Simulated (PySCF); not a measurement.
**Computed properties of H2OSe, SMILES O[SeH]**

H2OSe, SMILES O[SeH]. Geometry optimised at B3LYP-D3(BJ)/def2-TZVP. One conformer was computed; it need not be the lowest. All values are computed for the isolated molecule unless a solvent is named; none is compared with measurement here.

**Structure.** All 6 harmonic modes at B3LYP-D3(BJ)/def2-TZVP (PySCF) are real, so it is a minimum.

**Vibrations.** The strongest infrared lines (harmonic, unscaled, degenerate partners summed) lie at 428 cm⁻¹ (78 km/mol, H 93 %), 3785 cm⁻¹ (78 km/mol, H 94 %), 1119 cm⁻¹ (44 km/mol, H 94 %). The softest mode is at 428 cm⁻¹ and the zero-point energy is 13.1 kcal/mol.

**Electronic structure.** B3LYP/def2-TZVPD (PySCF) places the frontier levels at -6.74 and -1.82 eV, a gap of 4.92 eV, and gives a dipole moment of 1.49 D and a mean polarisability of 35.9 bohr³.

**Excitations.** TDA-B3LYP/def2-TZVPD (PySCF) has S1 at 3.73 eV (332 nm, f = 0.002, dark); the most intense of the 10 singlets computed lies at 7.20 eV (f = 0.05). T1 (TDA) is at 2.94 eV, 0.79 eV under S1. No vertical singlet excitation falls in the visible range (under 3.1 eV).

**NMR.** GIAO shifts at PBE0/pcSseg-2 (PySCF) (non-relativistic, atoms alike by connectivity averaged): ¹H from 1.4 to 8.5 ppm against TMS.
